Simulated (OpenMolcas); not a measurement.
A run on V2+ with 6 ligands (fluoride) in octahedral coordination (Oh) at 2 Å. A charge of +0.667 e stands 2.6 Å behind each ligand. Ligand basis ANO-RCC-VDZP.
```
V     0.0000    0.0000    0.0000
F     2.0000    0.0000    0.0000
F     0.0000    2.0000    0.0000
F    -2.0000    0.0000    0.0000
F     0.0000   -2.0000    0.0000
F     0.0000    0.0000    2.0000
F     0.0000    0.0000   -2.0000
```

```
Program             : OpenMolcas 26.06
Method              : CASSCF
Basis               : ANO-RCC-VDZP [5s4p2d1f]
Scalar Hamiltonian  : DKH2, point nucleus
Active space        : 3 electrons in 5 orbitals (3d)
State averaging     : 2S+1 = 4 even, 10 roots; 2S+1 = 2 even, 40 roots
Spin-orbit coupling : state interaction with AMFI integrals over the reference wave functions
```

118 basis functions. Blocks (2S+1, parity, CSFs, roots kept): 4, even, 10, 10; 2, even, 40, 40.

Q: How long do the RASSCF and RASSI steps take on 1 thread of Arm Neoverse V1, with other jobs on the host?

A: About 21 s of wall time, without the integral step.
